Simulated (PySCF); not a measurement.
This PySCF input asks for the NMR shieldings of `InChI=1S/C6H13BO2/c1-4-5-6-7(8-2)9-3/h5-6H,4H2,1-3H3/b6-5+`; the geometry comes from GFN2-xTB.

```python
import basis_set_exchange as bse
import numpy as np
from pyscf import gto, dft
from pyscf.prop import nmr

atoms = """
C     3.526525    0.762541    0.590800
C     2.696880   -0.008388   -0.435725
C     1.251348    0.360566   -0.349236
C     0.240704   -0.493555   -0.215760
B    -1.260541   -0.049628   -0.113443
O    -1.525435    1.281449   -0.121227
C    -2.841517    1.773567   -0.023123
O    -2.325278   -0.900925   -0.008544
C    -2.215750   -2.299596    0.004071
H     3.178708    0.543467    1.597986
H     3.437865    1.833594    0.423033
H     4.576396    0.486911    0.518632
H     2.818104   -1.082838   -0.282370
H     3.063075    0.232841   -1.438796
H     1.036021    1.419652   -0.394947
H     0.479616   -1.551680   -0.171717
H    -2.786622    2.861557   -0.078952
H    -3.295742    1.474037    0.924746
H    -3.461351    1.391088   -0.837896
H    -1.813385   -2.671297   -0.942966
H    -1.571253   -2.640077    0.819317
H    -3.218778   -2.703904    0.149904
"""
names = dict.fromkeys(["C", "B", "O", "H"], "pcSseg-1")
basis = {el: gto.basis.parse(bse.get_basis(n, elements=[el], fmt="nwchem")) for el, n in names.items()}
mol = gto.M(atom=atoms, basis=basis, charge=0, verbose=0)
mf = dft.RKS(mol, xc="PBE0")
mf.grids.level = 2
mf.grids.alignment = dft.numint.BLKSIZE   # the property module wants whole blocks of grid points
mf.conv_tol = 1e-9
mf.kernel()

calc = nmr.RKS(mf)   # GIAO
C = mf.mo_coeff
Co = C[:, mf.mo_occ > 0]
resp = mf.gen_response(singlet=True, hermi=2)
def vind(x):   # induced exchange potential for any number of trial vectors
    d = np.einsum("pi,xij,qj->xpq", C, 2 * x.reshape(-1, C.shape[1], Co.shape[1]), Co, optimize=True)
    return np.einsum("xpq,pi,qj->xij", resp(d - d.transpose(0, 2, 1)), C, Co, optimize=True).ravel()
mo1, _ = nmr.rhf.solve_mo1(calc, with_cphf=vind)
sigma = calc.kernel(mo1)
for i, s in enumerate(sigma):   # ppm
    w = np.linalg.eigvalsh((s + s.T) / 2)
    print("%2d %-2s iso %8.1f  s11 %8.1f  s22 %8.1f  s33 %8.1f" % (i, mol.atom_pure_symbol(i), w.mean(), *w))
```

Q: What does it print?

A: 
```
 0 C  iso    170.7  s11    161.1  s22    165.3  s33    185.6
 1 C  iso    151.0  s11    140.2  s22    143.5  s33    169.4
 2 C  iso     20.8  s11   -108.7  s22     19.8  s33    151.4
 3 C  iso     62.6  s11    -44.4  s22     69.0  s33    163.3
 4 B  iso     75.7  s11     66.8  s22     72.1  s33     88.1
 5 O  iso    244.4  s11    116.2  s22    272.7  s33    344.4
 6 C  iso    133.7  s11    108.2  s22    111.8  s33    181.0
 7 O  iso    239.8  s11     93.9  s22    278.7  s33    346.8
 8 C  iso    132.2  s11    107.2  s22    107.7  s33    181.7
 9 H  iso     30.8  s11     27.1  s22     29.4  s33     36.1
10 H  iso     30.6  s11     26.6  s22     28.8  s33     36.2
11 H  iso     30.5  s11     26.2  s22     27.8  s33     37.6
12 H  iso     29.6  s11     25.6  s22     29.7  s33     33.6
13 H  iso     29.3  s11     25.4  s22     28.2  s33     34.4
14 H  iso     24.7  s11     20.8  s22     23.0  s33     30.4
15 H  iso     25.9  s11     22.4  s22     24.4  s33     31.0
16 H  iso     28.0  s11     23.5  s22     26.5  s33     33.9
17 H  iso     27.9  s11     24.1  s22     25.9  s33     33.8
18 H  iso     27.9  s11     23.9  s22     26.0  s33     33.7
19 H  iso     27.8  s11     24.2  s22     25.6  s33     33.5
20 H  iso     27.7  s11     24.0  s22     26.0  s33     33.2
21 H  iso     27.7  s11     23.5  s22     26.1  s33     33.6
```

These numbers come from an equivalent density-fitted implementation of the same equations, which agrees with the script to about 0.01 ppm for H and up to a few tenths of a ppm for heavy atoms, so last digits may differ.

Size and cost of the density-fitted run: 218 basis functions, 42 s wall time on 1 thread of an Arm Neoverse V1, shared host.
